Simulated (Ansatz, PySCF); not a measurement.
H4O4Ti, SMILES [OH][Ti]([OH])([OH])[OH], multiplicity 1.

Coordinates come from a B3LYP-D3(BJ)/def2-SVP optimisation. The spin state was assumed, not searched. The isomer is the one that the SMILES or the coordinates give; other isomers of the formula were not compared. Other conformers were not sampled.

Vertical ionisation energy (IE) and electron affinity (EA) in eV. Rows of orbital energies are one-electron estimates. Where ΔSCF, EOM or ADC give a negative EA the extra electron is unbound and the value depends on the basis.

```csv
level,IE,EA
"−ε(HOMO), −ε(LUMO), M06-2X/def2-TZVP (PySCF)",10.77,0.03
"ΔSCF, PBE0/def2-SVPD (Ansatz), final states of multiplicity 2 and 2",11.15,-0.47
```

Problem. What vertical singlet–triplet gap does ΔSCF give with PBE0/def2-SVPD (Ansatz, a quantum-chemistry and plane-wave program)? (Estimate from the structure and the level; the computed values follow.)

Solution. 5.55 eV (triplet above singlet where positive).
